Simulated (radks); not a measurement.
Task: Coherent X-ray form factor from a spherical all-electron density. Method: Dirac Kohn-Sham, PBE, spin-unpolarised, spherical densities, finite nucleus; Fermi nuclear charge, rms radius of each element as measured or else 0.836 A^(1/3) + 0.57 fm; computed with a radial shooting solver on a logarithmic mesh with Libxc functionals.

sin(theta)/lambda (1/angstrom),f0 (electrons)
0.05,41.865
0.1,41.464
0.15,40.811
0.2,39.929
0.25,38.845
0.3,37.595
0.4,34.744
0.5,31.677
0.6,28.657
0.8,23.448
1,19.696
1.25,16.574
1.5,14.278
2,10.423

The species is in the configuration that NIST lists as its ground one. Which atom or ion scatters so?

Result: The neodymium ion Nd18+, [Kr] 4d6. Extrapolating in s^2 from the first two rows gives f0(0) = 42.0, near the electron count 42; among species with that count, the fall with angle is slower the higher Z, and the table is that of Z = 60; from so few rows the species is fixed only to a neighbour or two.
